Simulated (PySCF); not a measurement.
Species: CH3F3OSi.
Structure used (PBE0-D3(BJ)/def2-SVP), in Å, numbered top down from 1:
```
atom  x, y, z in Å
O1    -1.6232    0.9465    0.3400
Si2   -0.7493   -0.2948   -0.3196
C3     1.0961   -0.1917    0.2395
F4     1.6456    0.9847   -0.1199
F5     1.8237   -1.1626   -0.3347
F6     1.2505   -0.3085    1.5643
H7    -1.4143    1.8437    0.0633
H8    -0.7083   -0.2570   -1.8094
H9    -1.3112   -1.5631    0.2011
```

All values: PBE0/pcSseg-1 and PBE0/def2-SVPD (PySCF, non-relativistic), on one gas-phase PBE0-D3(BJ)/def2-SVP geometry that isn't relaxed in the solvent. The solvent is an IEF-PCM continuum (cavity from Bondi-type radii × 1.2). Specific hydrogen bonds and non-electrostatic terms are outside this model.

Gas phase at PBE0/pcSseg-1: HOMO -9.10 eV, LUMO -0.06 eV, dipole 2.01 D.

What does the continuum do to the energy, the frontier levels and the dipole at PBE0/pcSseg-1 in chloroform and dimethylsulfoxide?

```
          solvent      ε  E(solvent) − E(gas) (kJ/mol)  polarisation term (kJ/mol)  distortion of the solute (kJ/mol)  HOMO (eV)  LUMO (eV)  dipole (D)
       chloroform  4.711                        -15.34                      -16.33                               0.99      -8.98       0.21        2.26
dimethylsulfoxide  46.83                        -21.35                      -23.32                               1.97      -8.94       0.29        2.36
```

The first energy column is the sum of the next two and covers electrostatics alone. From chloroform to dimethylsulfoxide the lowering changes by a factor 1.39, Onsager's factor (ε − 1)/(2ε + 1) by 1.36 and ε itself by 9.9.

Which radius a makes the point-dipole formula ΔE = −[(ε − 1)/(2ε + 1)]·μ²/a³ give the value in dimethylsulfoxide, with the gas-phase dipole?

μ = 0.791 au and |ΔE| = 0.00813 Eh give a = 1.77 Å; the farthest nucleus lies 2.33 Å from the centroid of the nuclei, so such a sphere wouldn't even hold the nuclei. The formula assumes a rigid point dipole at the centre of a sphere.

Give the dipole vector in the frame of the coordinates (D, pointing from negative to positive charge), gas and dimethylsulfoxide.

Gas (-1.31, 0.83, -1.28), solvent (-1.46, 1.00, -1.56). Its length changes by +17 % and its direction by 2°.

Which ESP-fitted charges (PBE0/pcSseg-1) respond most in chloroform (means over atoms taken as equivalent)?

| atoms | environment | gas (e) | solvent (e) | change |
| --- | --- | --- | --- | --- |
| O1 | silanol oxygen | -0.606 | -0.648 | -0.042 |
| Si2 | oxygen-bound silicon | +0.479 | +0.512 | +0.033 |
| H7 | hydroxyl hydrogen | +0.422 | +0.452 | +0.030 |
| F4/F5/F6 | fluorine of a CF3 group | -0.148 | -0.156 | -0.008 |
| C3 | CF3 carbon | +0.273 | +0.276 | +0.003 |
| H8/H9 | Si–H hydrogen | -0.061 | -0.063 | -0.002 |

Which Mayer bond orders change most in chloroform?

```json
{"bond": "O1–H7", "length (Å)": "0.962", "gas": "0.925", "solvent": "0.915", "change": "-0.010"}
{"bond": "Si2–C3", "length (Å)": "1.931", "gas": "0.798", "solvent": "0.792", "change": "-0.006"}
{"bond": "C3–F6", "length (Å)": "1.339", "gas": "0.985", "solvent": "0.979", "change": "-0.006"}
{"bond": "C3–F5", "length (Å)": "1.342", "gas": "0.975", "solvent": "0.970", "change": "-0.005"}
{"bond": "Si2–H8", "length (Å)": "1.491", "gas": "0.911", "solvent": "0.914", "change": "+0.003"}
{"bond": "O1–Si2", "length (Å)": "1.655", "gas": "1.048", "solvent": "1.050", "change": "+0.002"}
{"bond": "C3–F4", "length (Å)": "1.347", "gas": "0.962", "solvent": "0.961", "change": "-0.001"}
{"bond": "Si2–H9", "length (Å)": "1.482", "gas": "0.934", "solvent": "0.933", "change": "-0.001"}
```

How do the nuclear quadrupole coupling constants eQVzz/h respond in chloroform?

```
  nucleus  Q (barn)  gas (MHz)  solvent (MHz)  η gas  η solvent
17O at O1   -0.0256      -8.93          -8.58   0.61       0.61
```

Gas phase at PBE0/def2-SVPD: HOMO -9.22 eV, LUMO -0.48 eV, dipole 2.03 D.

What does the continuum do to the energy, the frontier levels and the dipole at PBE0/def2-SVPD in chloroform and dimethylsulfoxide?

```tsv
solvent	ε	E(solvent) − E(gas) (kJ/mol)	polarisation term (kJ/mol)	distortion of the solute (kJ/mol)	HOMO (eV)	LUMO (eV)	dipole (D)
chloroform	4.711	-14.31	-15.54	1.23	-9.08	-0.18	2.33
dimethylsulfoxide	46.83	-20.03	-22.54	2.51	-9.05	-0.10	2.45
```

How does the static polarisability (PBE0/def2-SVPD, frozen core, with the continuum's full static response) change?

```csv
medium,isotropic (au),principal values (au),⟨r²⟩ of the electrons (bohr²)
gas,45.7,"44.0, 45.3, 47.9",679.3
chloroform,53.6,"52.6, 53.3, 55.0",679.4
dimethylsulfoxide,57.3,"56.9, 57.1, 58.0",679.4
```

The isotropic value in dimethylsulfoxide is 1.25 times the gas-phase one; no cavity-field correction is applied. ⟨r²⟩ is taken about the centre of nuclear charge.
